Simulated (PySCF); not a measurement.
H$_{4}$BClO$_{2}$Si, SMILES `OB(O)[SiH2]Cl`, neutral singlet in the gas phase. 

Z-matrix (Å, degrees):
```
B
O 1 1.3537
H 2 0.9620 1 112.98
O 1 1.3587 2 116.24 3 179.86
H 4 0.9575 1 114.97 2 -179.89
Si 1 2.0416 2 119.17 3 -0.17
H 6 1.4866 1 114.09 2 118.72
H 6 1.4866 7 107.70 1 -127.63
Cl 6 2.0774 7 107.40 8 -115.33
```
Charge 0, multiplicity 1.

All levels are single points at this geometry (PBE0-D4/def2-TZVP); Pople sets use spherical d functions. Orbital energies aren't observables, and empty levels follow the basis.

```json
[
 {"level": "PBE0-D4/def2-TZVP in PySCF", "HOMO (eV)": "-8.19", "LUMO (eV)": "-0.56", "gap (eV)": "7.63", "dipole (D)": "2.01", "vertical IE, Delta-SCF (eV)": "10.27"},
 {"level": "B3LYP/3-21G in PySCF", "HOMO (eV)": "-7.84", "LUMO (eV)": "-0.74", "gap (eV)": "7.10", "dipole (D)": "2.77", "vertical IE, Delta-SCF (eV)": "–"},
 {"level": "B3LYP/6-311+G** in PySCF", "HOMO (eV)": "-8.12", "LUMO (eV)": "-1.15", "gap (eV)": "6.97", "dipole (D)": "2.32", "vertical IE, Delta-SCF (eV)": "–"},
 {"level": "B3LYP/6-31G* in PySCF", "HOMO (eV)": "-7.80", "LUMO (eV)": "-0.62", "gap (eV)": "7.19", "dipole (D)": "2.18", "vertical IE, Delta-SCF (eV)": "10.14"},
 {"level": "B3LYP/LANL2DZ in PySCF", "HOMO (eV)": "-8.22", "LUMO (eV)": "-0.92", "gap (eV)": "7.30", "dipole (D)": "3.17", "vertical IE, Delta-SCF (eV)": "–"},
 {"level": "M06-2X/6-31G* in PySCF", "HOMO (eV)": "-9.31", "LUMO (eV)": "0.29", "gap (eV)": "9.60", "dipole (D)": "2.38", "vertical IE, Delta-SCF (eV)": "–"}
]
```
